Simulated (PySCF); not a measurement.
Predicted spectroscopic data

How the numbers were obtained: couplings computed with B3LYP/pcJ-1 (spin–dipole term left out of most H,H and C,H couplings), geometry from GFN2-xTB, shieldings: GIAO PBE0/pcSseg-1, in PySCF (non-relativistic, in vacuum, equivalent nuclei averaged, a single conformation).

δ = σ(ref) − σ, references computed at the same level: TMS for $^{1}$H (31.72 ppm) and $^{13}$C (186.93 ppm). Multiplet labels drop J under 1 Hz and among equivalent protons, and merge close values. Unscaled 3J(H,H) run several per cent high. Where no couplings were computed, multiplicities follow the n + 1 count of equivalent neighbours, and m marks all less simple cases (inequivalent or close neighbours, rings, F or P nearby). One-bond C–F couplings are unscaled and too large by tens of Hz. Shifts are as computed. Against solution values, carbons near 30 ppm lie about +3 ppm off and those near 130 ppm about +5 ppm. Of 1211 compounds with measured shifts, 218 miss one by over three times the rms of a fit or turn the order of signals round; such compounds aren't used in these exercises.

**1.** SMILES C([C@H](C#CC#C)N=C)#N, C$_{7}$H$_{4}$N$_{2}$. $^{1}$H NMR (500 MHz, computed): δ 8.11 (d, 1H), 7.77 (d, 1H), 5.81 (s, 1H), 1.53 (s, 1H). $^{13}$C{$^{1}$H} NMR (computed): δ 162.6, 116.1, 79.7, 77.7, 72.8, 71.2, 49.2.

**2.** SMILES N#C[C@@H]1COC(F)=CO1, C$_{5}$H$_{4}$FNO$_{2}$. $^{1}$H NMR (500 MHz, computed): δ 6.46 (d, J = 2.3 Hz, 1H), 4.58 (ddd, J = 2.6, 2.5, 1.3 Hz, 1H), 4.55 (ddd, J = 12.0, 1.8, 1.3 Hz, 1H), 4.25 (dd, J = 12.0, 2.5 Hz, 1H). $^{13}$C{$^{1}$H} NMR (computed): δ 165.0 (d, J = 330.3 Hz), 119.5, 113.7 (d, J = 45.0 Hz), 69.9, 61.2.
